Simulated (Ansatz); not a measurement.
The molecule FeO, multiplicity 7 (not the ground state: that is measured with 2S+1 = 5). No spin–orbit coupling. Fe is treated without relativity. The T1 diagnostic near the minimum is 0.060, so single-reference values are doubtful.

The constants come from a fifth-degree fit in 1/R (seven points, main isotopes). In def2 and cc sets the state is the lowest found near the PBE0 minimum, followed along R.

Programs: Ansatz (an electronic-structure program). 

Energies at wB97M-V/def2-TZVPP:

```json
[
 {"R (Å)": "1.542564", "E (hartree)": "-1338.76872608"},
 {"R (Å)": "1.584031", "E (hartree)": "-1338.77550670"},
 {"R (Å)": "1.622180", "E (hartree)": "-1338.77864256"},
 {"R (Å)": "1.665305", "E (hartree)": "-1338.77936140"},
 {"R (Å)": "1.708431", "E (hartree)": "-1338.77776022"},
 {"R (Å)": "1.758191", "E (hartree)": "-1338.77378232"},
 {"R (Å)": "1.816244", "E (hartree)": "-1338.76713568"}
]
```

Task: With a reduced mass of 12.4382 u, find the minimum, the force constant and the constants.

Result: A fifth-degree polynomial in 1/R puts the minimum at r_e = 1.6554 Å with force constant 577 N/m. Then ω_e = (1/2πc)√(k/μ) = 887 cm⁻¹ and B_e = h/(8π²cμr_e²) = 0.4946 cm⁻¹; the cubic and quartic terms give α_e = 0.0041 and ω_e x_e = 6.4 cm⁻¹.
